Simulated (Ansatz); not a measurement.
Species: [Ga(Cl)3(H2O)] (charge 0, multiplicity 1).

Question: Give a relaxed geometry from Ansatz (a program for electronic structure) with PBE-D3(BJ)/def2-SVP.

Answer: Several could match; the one computed here: the end point of this relaxation, one of several conformers.
Cartesian coordinates (Å) in one orientation:
```xyz
7

Ga     0.171    -0.129    -0.066
Cl     1.804     0.203    -1.427
Cl     0.423     0.399     2.033
Cl    -1.272    -1.702    -0.509
O     -1.217     1.417    -0.418
H     -1.331     1.808     0.476
H     -2.047     0.922    -0.597
```
